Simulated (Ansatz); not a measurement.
Ansatz (a first-principles code) input:

Ansatz 0.2 input:
```yaml
crystal:
  periodic: [false, false, false]
  atoms:
    - {symbol: W, position_ang: [0.00337264, 0.00585587, -0.23953317]}
    - {symbol: Cl, position_ang: [2.14739496, 0.01666381, 0.55239464]}
    - {symbol: Cl, position_ang: [-2.16207586, -0.04215404, 0.49027918]}
basis:
  gaussian:
    orbitals: def2-TZVP
hamiltonian:
  xc: {name: HF}
magnetization: {spin_polarized: true, initial_magnetization: 4}
relax: {f_tol: 0.003, max_steps: 100}
```

### Question
What final total energy does it print?

### Answer
-985.53005 Eh (HF/def2-TZVP). The basis has 114 functions.

The spin state was set by rule; other spins were not relaxed.
